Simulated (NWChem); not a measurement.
Molecule: CH$_{3}$F$_{3}$Sn; SMILES [CH3][Sn]([F])([F])[F]

```xyz
8

C     -0.0026    -2.1513    -0.0018
Sn    -0.0001    -0.0108     0.0000
F      1.7503     0.7716     0.3259
F     -1.1552     0.7749     1.3529
F     -0.5920     0.7771    -1.6766
H     -0.3541    -2.4874    -0.9940
H     -0.6864    -2.4883     0.7980
H      1.0317    -2.4896     0.1897
```
Atoms are numbered in this order, from 1.

Program: NWChem. All runs use the structure optimised with PBE-D3(BJ)/def2-SVP (def2 core potentials past Kr).

For level B3LYP/STO-3G, non-relativistic:

```
Item                         Result
---------------------------  ------
highest occupied level (eV)   -4.11
orbital gap (eV)               7.93
dipole (D)                     1.37
```

Problem. What are these values for level B3LYP/3-21G, non-relativistic?

Solution. 
| Quantity | Result |
|---|---|
| highest occupied level (eV) | -8.98 |
| orbital gap (eV) | 7.37 |
| dipole (D) | 4.02 |
